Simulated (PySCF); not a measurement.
Spectrum to structure. The calculation used TDDFT B3LYP/def2-SVPD, vertical, gas phase, core orbitals frozen in the response in PySCF. Geometries: PBE0-D3(BJ)/def2-SVP, one conformer each.

```csv
state,E (eV),f,"main configurations (H = HOMO, L = LUMO)"
S1,5.13,0.081,"H→L+1 (55%), H→L (42%)"
S2,5.40,0.135,"H-1→L (38%), H→L (32%), H→L+1 (27%)"
S3,5.65,0.060,"H-2→L (33%), H-2→L+1 (29%), H-1→L (20%)"
S4,5.68,0.063,"H-1→L (29%), H-2→L+1 (26%), H-1→L+1 (16%)"
S5,6.08,0.025,"H-2→L (54%), H-2→L+1 (38%)"
S6,6.17,0.0021,"H-3→L (81%), H-3→L+1 (8%)"
S7,6.27,0.317,"H-1→L+1 (73%), H-1→L (9%)"
S8,6.47,0.014,"H→L+4 (39%), H→L+2 (25%), H→L+3 (11%)"
S9,6.79,0.0022,"H→L+2 (45%), H→L+3 (26%), H-4→L (16%)"
S10,6.82,0.014,"H-4→L (72%), H→L+2 (10%), H-4→L+1 (8%)"
```

Triplets computed (Tamm–Dancoff): 3.53, 3.97, 4.95, 5.27 eV.

Problem. Which structure fits? All have the formula C6H11NSi2.
A. `CC(C)[Si@@H](C#N)C#C[SiH3]`
B. `N(CC#CC#CC)([SiH3])[SiH3]`
C. `N#C[Si@@H](/C=C/[SiH3])C1CC1`
D. `[SiH3]N([SiH3])[C@@]12[C@@H]3[C@H]4[C@@H]3[C@@H]1[C@H]42`
E. `N#C/C=C/C[SiH2]/C=C\[SiH3]`

Solution. E. Its S1 lies at 5.13 eV; the nearest of the others has S1 at 5.39 eV. S1 is HOMO→LUMO+1 (55%), HOMO→LUMO (42%). Löwdin shares by element: HOMO carbon 53% or more, nitrogen 17% (atoms not listed hold the other 30%); LUMO carbon 53% or more, nitrogen 12% (atoms not listed hold the other 36%). At the same level the other candidates give, for their lowest levels:
- `N#C[Si@@H](/C=C/[SiH3])C1CC1`: 5.63 eV (f 0.016); 6.25 eV (f 0.514); 6.48 eV (f 0.058); 6.55 eV (f 0.002); 6.73 eV (f 0.009); T1 4.06 eV; HOMO -7.99, LUMO -1.51 eV
- `CC(C)[Si@@H](C#N)C#C[SiH3]`: 5.39 eV (f 0.002); 5.58 eV (f 0.007); 5.61 eV (f 0.007); 6.44 eV (f 0.023); 6.50 eV (f 0.216); T1 4.51 eV; HOMO -8.10, LUMO -1.37 eV
- `[SiH3]N([SiH3])[C@@]12[C@@H]3[C@H]4[C@@H]3[C@@H]1[C@H]42`: 5.65 eV (f 0.007); 5.68 eV (f 0.012); 5.94 eV (f 0.002); 5.98 eV (f 0.004); 6.24 eV (f 0.001); T1 5.47 eV; HOMO -6.44, LUMO 0.04 eV
- `CC#CC#CCN([SiH3])[SiH3]`: 4.50 eV (f 0.000); 4.69 eV (f 0.005); 4.75 eV (f 0.000); 5.44 eV (f 0.047); 5.77 eV (f 0.001); T1 3.74 eV; HOMO -6.68, LUMO -0.81 eV

Conformer computed: `[N:1]#[C:2]/[CH:3]=[CH:4]/[CH2:5][SiH2:6]/[CH:7]=[CH:8]\[SiH3:9]`: C3–C4–C5–Si6 97°, C4–C5–Si6–C7 -66°, C5–Si6–C7–C8 84°.

Without π bonds the low states are Rydberg-like; a valence basis with one diffuse set may place them up to an eV too high.
